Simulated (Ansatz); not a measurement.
The input (input.yaml):

```yaml
crystal:
  periodic: [false, false, false]
  atoms:
    - { symbol: C, position_ang: [-1.48024, 1.295032, -0.183582] }
    - { symbol: C, position_ang: [-0.168905, 0.920147, 0.539133] }
    - { symbol: C, position_ang: [0.46355, -0.358284, 0.096299] }
    - { symbol: C, position_ang: [0.236082, -1.339015, -0.78689] }
    - { symbol: Si, position_ang: [1.768366, -1.645671, 0.15323] }
    - { symbol: H, position_ang: [-1.396272, 2.259802, -0.706965] }
    - { symbol: H, position_ang: [-1.754105, 0.540066, -0.936195] }
    - { symbol: H, position_ang: [-2.324046, 1.375637, 0.518308] }
    - { symbol: H, position_ang: [-0.326421, 0.851524, 1.63001] }
    - { symbol: H, position_ang: [0.585209, 1.718733, 0.425691] }
    - { symbol: H, position_ang: [-0.527567, -1.570238, -1.535259] }
    - { symbol: H, position_ang: [1.830301, -2.654508, 1.247072] }
    - { symbol: H, position_ang: [3.114449, -1.427928, -0.446051] }
basis:
  gaussian: { orbitals: def2-SVP }
hamiltonian:
  xc: b3lyp
  dispersion: d4
phonons: {}
```

Command:

```bash
$ ansatz run input.yaml --threads 2 --pin off --max-ram 3072MiB --backend cpu --events-out ev --progress --plain --runs-dir out
```

Hardware: 2 threads of AMD EPYC 9R45 96-Core Processor (Zen 5), with other jobs on the host.

Task: Roughly how long does this run take, and how much memory?

Result: 67 s, with a peak of 0.28 GiB, for 0 ionic steps.
